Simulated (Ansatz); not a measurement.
C2H6AlClO. Total charge 0; spin multiplicity 1. The bonds changed during the relaxation, so this is another structure than the one it started from.

```xyz
11

C     1.482   -0.479    1.251
O     0.182   -0.656    0.671
C    -0.416    0.338    0.125
Al   -1.813    0.167   -1.330
Cl    0.204    0.533   -2.244
H     1.600    0.549    1.599
H     2.222   -0.710    0.485
H     1.561   -1.182    2.078
H     0.062    1.307    0.336
H    -2.748    1.446   -1.416
H    -2.335   -1.313   -1.554
```

Problem. Give the diagnostics of a CCSD(T)/def2-TZVPP run (frozen core, Ansatz). (An estimate is asked.)

Solution. Computed: T1 = 0.0159, largest single amplitude 0.037, largest double 0.026, (T) share of the correlation energy 3.9 %, 12 CCSD cycles. The RHF solution is stable towards an unrestricted one. T1 lies under the customary mark of 0.02 for closed shells.
